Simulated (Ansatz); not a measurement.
Input for Ansatz (a program for electronic structure): R-CCSD(T)/cc-pVTZ on BH3O3 (SMILES OB(O)O).

Ansatz 0.2 input:
```yaml
crystal:
  periodic: [false, false, false]
  atoms:
    - {symbol: O, position_ang: [-1.33524124, -0.23723441, 0.19110377]}
    - {symbol: B, position_ang: [-0.00001035, -0.00001007, -0.00006393]}
    - {symbol: O, position_ang: [0.44433865, 1.27706505, -0.21754238]}
    - {symbol: O, position_ang: [0.89087892, -1.03986095, 0.02625594]}
    - {symbol: H, position_ang: [-1.53142504, -1.16808310, 0.33440361]}
    - {symbol: H, position_ang: [-0.26716747, 1.92456405, -0.21491281]}
    - {symbol: H, position_ang: [1.79862654, -0.75644057, -0.11924420]}
basis:
  gaussian:
    orbitals: cc-pVTZ
magnetization: {spin_polarized: false}
correlation: {method: ccsd_t, electrons: outside_noble_gas}
scf: {lower_state_search: off}
```

It printed:

```
WARN ansatz: RAYON_NUM_THREADS=4 ignored (pool sized by the plan → 4); use --threads N
Functional definition: HF
these checks for a lower state are left out or cut short: stability, starts, cluster_reference, orbital_swaps, neighbouring_geometries, increment
integrals: 0.44 GiB planned
979 factors; integrals over basis functions are off by at most 1.0e-3 eV
mean field: 0.38 GiB planned
mean field evaluation 1: about -6834.0864 eV, gradient 5.0e1 eV
mean field evaluation 2: about -6834.0888 eV, gradient 5.0e1 eV
mean field evaluation 4: about -6838.2252 eV, gradient 2.6e0 eV
mean field evaluation 8: about -6838.2491 eV, gradient 5.6e-5 eV
mean field -6838.24905782 eV, -251.3010177432 hartree, gradient 1.0e-6 eV, S^2 0.000000; 0 other end points of the search recorded, 0 dependent functions left out
4 core orbitals not correlated
reference -6838.24905782 eV, -251.3010177432 hartree; 12, 12 occupied and 146, 146 virtual orbitals, 979 factors
second order -22.25400698 eV of doubles, -0.00000000 eV of singles
coupled cluster: 1.35 GiB planned
cycle   1  -21.98016305 eV  change    2.7e-1 eV  update   8.6e-2
cycle   2  -22.41471183 eV  change   -4.3e-1 eV  update   2.3e-2
cycle   3  -22.50966246 eV  change   -9.5e-2 eV  update   1.2e-2
cycle   4  -22.49326767 eV  change    1.6e-2 eV  update   2.3e-3
cycle   5  -22.49295528 eV  change    3.1e-4 eV  update   1.0e-3
cycle   6  -22.49332812 eV  change   -3.7e-4 eV  update   2.6e-4
cycle   7  -22.49313081 eV  change    2.0e-4 eV  update   8.4e-5
cycle   8  -22.49307668 eV  change    5.4e-5 eV  update   2.2e-5
cycle   9  -22.49307582 eV  change    8.6e-7 eV  update   6.8e-6
perturbative correction -0.78992462 eV, -0.0290291943 hartree
Total energy: -6861.53205826 eV, -252.1566522276 hartree
Checks for a lower state left out: stability, starts, cluster_reference, orbital_swaps, neighbouring_geometries, increment
```

The calculation finished and met its thresholds.

Cost: very roughly 30 core-seconds.
